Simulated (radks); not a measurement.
Coulomb parameter of the 3d shell of the cobalt ion Co2+ in the model configuration [Ar] 3d6 4p1, as a second difference U = [E(n + 0.25) + E(n - 0.25) - 2 E(n)] / (0.25)^2 with all orbitals relaxed. "Bare": the charge of the atom changes with n. "Screened": the 4p shell takes up the change at fixed total charge, which measures U(3d,3d) + U(4p,4p) - 2 U(3d,4p). Method: Dirac Kohn-Sham, PBEsol, spin-unpolarised, spherical densities, point nucleus; open shells are shared between the two j in proportion to 2j + 1; computed with a radial shooting solver on a logarithmic mesh with Libxc functionals.

case                 configuration  E - E(n) (eV)
start                 [Ar] 3d6 4p1          0.000
bare +0.25         [Ar] 3d6.25 4p1         -8.144
bare -0.25         [Ar] 3d5.75 4p1          9.262
screened +0.25  [Ar] 3d6.25 4p0.75         -4.254
screened -0.25  [Ar] 3d5.75 4p1.25          4.606

U(bare) = 17.877 eV, U(screened by 4p) = 5.638 eV.
